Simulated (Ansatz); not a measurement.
`[F][Ge][F]` → 2 F• + Ge•  (atomization)

Isolated molecules relaxed with PBE0-D4/def2-TZVP in Ansatz; ΔE leaves out vibrations. CBS: MP2 limit from def2 TZ/QZ plus the TZ coupled-cluster correction, frozen cores. This one scheme is used for every species, atoms too. Functionals use def2-TZVPP. HSE06 is defined as in plane-wave codes. Open shells (•) are unrestricted, without spin–orbit coupling. Spin–orbit coupling would lower the free atoms: a little for F; clearly for Ge. For Ge outer-core shells are correlated without core-valence functions, so the limit isn't a true one: a few kJ/mol of doubt a bond, and 10 to 20 or more in all where bonds break to atoms. Scalar relativity is left out up to krypton.

```
             level  ΔE (kJ/mol)  difference from CCSD(T)/CBS
         r2SCAN-D4       1080.8                         -7.7
            B97M-V       1084.8                         -3.7
          HSE06-D4       1053.3                        -35.2
              BLYP       1098.1                          9.6
             HSE06       1050.5                        -38.0
           LC-ωPBE       1072.2                        -16.3
RPA@PBE/def2-TZVPP        954.7                       -133.8
       HF/def2-SVP        685.9                       -402.6
     CCSD/def2-SVP        961.2                       -127.3
     HF/def2-TZVPP        710.9                       -377.6
SCS-MP2/def2-TZVPP       1073.1                        -15.4
   CCSD/def2-TZVPP       1016.9                        -71.6
CCSD(T)/def2-TZVPP       1045.3                        -43.2
    MP2/def2-QZVPP       1133.1                         44.6
   CCSD/def2-QZVPP       1043.9                        -44.6
      HF/CBS(def2)        717.8                       -370.7
       CCSD(T)/CBS       1088.5                            0
```

Largest T1 diagnostic among the species: 0.015.

From PBE to PBE0 (25 % exact exchange), in def2-TZVPP and without D4, ΔE moves by −66.5 kJ/mol: exact exchange takes away binding that semilocal exchange gives to molecules. In def2-TZVPP, CCSD(T) changes the Hartree–Fock value by +334.4 kJ/mol (the triples alone add +28.4 kJ/mol) and MP2 by +395.3 kJ/mol; breaking electron pairs costs correlation energy, which Hartree–Fock lacks. At CCSD(T), def2-SVP lies −110.7 kJ/mol from the extrapolated value and def2-TZVPP −43.2 kJ/mol: correlation converges slowly with the basis, and small sets miss more of it in the bonded molecule than in its fragments.

For atomizations the MP2-based limit and the directly extrapolated one differ by several kJ/mol either way, and by 10 to 25 for some Ge, Se and Sn compounds, so smaller differences from it don't rank the levels.
